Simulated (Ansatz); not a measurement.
`B[C](=C)[AlH][F]` + `[OH][GaH2]` → `B[O][GaH2]` + `C=[CH][AlH][F]` at 600 K and 1 bar (ligand exchange at a B–C bond).

Program: Ansatz. Geometries: PBE0-D4/def2-TZVP. ΔE: electronic, gas phase. CCSD(T)/CBS adds triple-zeta CCSD(T) − MP2 to the extrapolated MP2 energy (def2 sets, frozen cores). For Ga outer-core shells are correlated without core-valence functions, which leaves a few kJ/mol of doubt a bond. Scalar relativity is left out up to krypton. One conformer a species, not always the lowest.

```csv
species,CCSD(T)/CBS energy (Eh),H − E (kJ/mol),S (J/(mol·K))
`B[C](=C)[AlH][F]`,-445.74843,225.0,451.8
`[OH][GaH2]`,-2000.92981,103.5,310.5
`B[O][GaH2]`,-2026.35181,145.6,379.8
`C=[CH][AlH][F]`,-420.36993,182.9,383.3
```

H − E and S are ideal-gas, rigid-rotor, harmonic terms from PBE0-D4/def2-TZVP, for one conformer and one mirror image of each species. 1 Eh = 2625.50 kJ/mol, R = 8.31446 J/(mol·K).

Q: By hand: ΔE, ΔH, ΔS and ΔG.

A: ΔE = (-2026.35181) + (-420.36993) − (-445.74843) − (-2000.92981) = -0.04350 Eh = -114.2 kJ/mol. Δ(H − E) = 145.6 + 182.9 − 225.0 − 103.5 = 0.0, so ΔH = -114.2 kJ/mol. ΔS = 379.8 + 383.3 − 451.8 − 310.5 = 0.8 J/(mol·K). ΔG = -114.2 − 600 × (0.8)/1000 = -114.7 kJ/mol.

Q: By hand: the equilibrium constant, and the temperature at which ΔG would vanish if ΔH and ΔS stayed fixed.

A: log₁₀ K = −ΔG/(RT ln 10) = 10.0. ΔH and −TΔS have one sign here, so there is no such temperature. One of them is within its doubt of zero, so this could turn.

The number of gas molecules stays the same, so ΔS is small and ΔH decides. A doubt of 5 kJ/mol in ΔE shifts log₁₀ K by 0.4 here. Other conformers and mirror images would add mixing entropy, several J/(mol·K) or more a flexible species. Modes under 60 cm⁻¹, often nearly free rotors, make the harmonic entropy too high. These are equilibria of isolated gas molecules and say nothing of rates. Largest T1 diagnostic: 0.016 (customary marks: 0.02 for closed shells, 0.045 for open ones).
